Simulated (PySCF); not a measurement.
Si(H)(F)(Me)(OH) (CH₅FOSi), SMILES F[SiH](C)O. Geometry: B3LYP-D3(BJ)/def2-SVP. One conformer was computed; it need not be the lowest.

Computed equilibrium geometry at B3LYP-D3(BJ)/def2-SVP (PySCF confirms it by a frequency run) as a Z-matrix (one conformer of several):
```
Si
F 1 1.6317
O 1 1.6563 2 109.38
H 3 0.9644 1 118.01 2 66.71
H 1 1.4785 2 108.01 3 -114.66
C 1 1.8635 5 113.80 3 -124.54
H 6 1.1019 1 110.92 5 60.81
H 6 1.1021 7 108.15 1 121.59
H 6 1.1027 7 108.15 8 116.27
```
Charge 0, spin multiplicity 1.
